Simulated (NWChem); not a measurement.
Si$_{2}$H$_{4}$ClF; SMILES F[SiH2][SiH2]Cl

```xyz
8

Si    -0.0829     1.5150     0.4747
F      1.0126     2.1552    -0.5327
Si    -0.7967    -0.5871    -0.2950
Cl     0.7301    -2.0066    -0.1604
H      0.5187     1.3961     1.8288
H     -1.2636     2.4217     0.5307
H     -1.2529    -0.5442    -1.7080
H     -1.9229    -1.0543     0.5578
```
Atoms are numbered in this order, from 1.

Level: B3LYP/6-31G* (spherical d) (NWChem), optimised geometry, unscaled harmonic frequencies. 

Problem. List the harmonic frequencies with IR intensities, and the thermochemistry.

Solution. 
```tsv
frequency (cm⁻¹)	IR intensity (km/mol)
52	1.5
103	1.1
182	11.1
399	19.3
440	41.4
540	49.2
548	8.2
702	7.9
753	16.7
837	380.0
866	25.4
916	232.5
955	57.2
966	108.7
2238	79.3
2250	172.2
2261	27.2
2267	220.3
```

```json
{
  "zero_point_energy": "24.7 kcal/mol",
  "thermal correction to the enthalpy at 298.15 K (with zero-point energy)": "29.3 kcal/mol",
  "heat capacity Cv": "20.9 cal/(mol K)",
  "entropy at 298.15 K and 1 atm (symmetry number 1)": "82.3 cal/(mol K)",
  "dipole_moment": "2.26 D"
}
```

Rigid rotor and harmonic oscillator; modes under 100 cm⁻¹ make the entropy uncertain.
